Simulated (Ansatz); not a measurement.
CH4B2FGa. Charge 0, multiplicity 1. The bonds changed during the relaxation, so this is another structure than the one it started from. The structure was optimised at the PBE0-D4/def2-TZVP level.

```xyz
9

B     0.393   -0.406    0.496
Ga    1.837    1.096    1.158
C    -0.855   -0.530   -0.533
B    -0.205    0.835   -0.499
F    -0.307    2.029   -1.049
H     1.485   -0.902    0.237
H     0.215   -0.330    1.709
H    -1.849   -0.642   -0.103
H    -0.714   -1.150   -1.416
```

Question: What is the dipole moment at r2SCAN/def2-TZVPP? (Best estimate.)

Answer: Computed: 0.20 D, with components (0.08, 0.18, 0.00) D in this frame, pointing from negative to positive charge.

Question: And with PBE, B3LYP, ωB97M-V? (Estimate.)

Answer: The calculation gave: PBE 0.35 D, B3LYP 0.56 D, ωB97M-V 0.61 D.

Question: Give the Mulliken charges with r2SCAN, PBE, B3LYP in def2-TZVPP. (Estimate.)

Answer: The calculation gave: 
```
atom  r2SCAN    PBE  B3LYP
  B1   -0.09  -0.21  -0.14
 Ga2    0.15   0.15   0.16
  C3   -0.27  -0.26  -0.29
  B4    0.32   0.29   0.31
  F5   -0.27  -0.19  -0.24
  H6   -0.02   0.01  -0.01
  H7   -0.02   0.01  -0.01
  H8    0.09   0.10   0.11
  H9    0.09   0.10   0.11
```

B3LYP here is the variant with VWN-RPA as its local correlation; programs differ in this.
